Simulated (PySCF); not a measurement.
Si(Me)(OH)3 (CH₆O₃Si), SMILES O[Si](C)(O)O.

Geometry: B3LYP-D3(BJ)/def2-SVP. The geometry has at least one imaginary mode, so it is a saddle point at that level. The values are those of a single conformer.

Level of theory: CAM-B3LYP/def2-TZVP (PySCF).

The molecule is in vacuum.

Computed frontier levels, gap, dipole moment and polarisability:
```yaml
highest_occupied_level: -10.07 eV
lowest_empty_level: 1.31 eV
orbital_gap: 11.38 eV
dipole_moment: 0.296 e·Å
quadrupole, principal values (traceless, Buckingham form, about the centre of nuclear charge): -3.07, -3.07, 6.15 D·Å
mean_static_polarisability: 44.8 bohr³ (6.63 Å³)
polarisability_principal_values: 43.3, 43.3, 47.7 bohr³
```
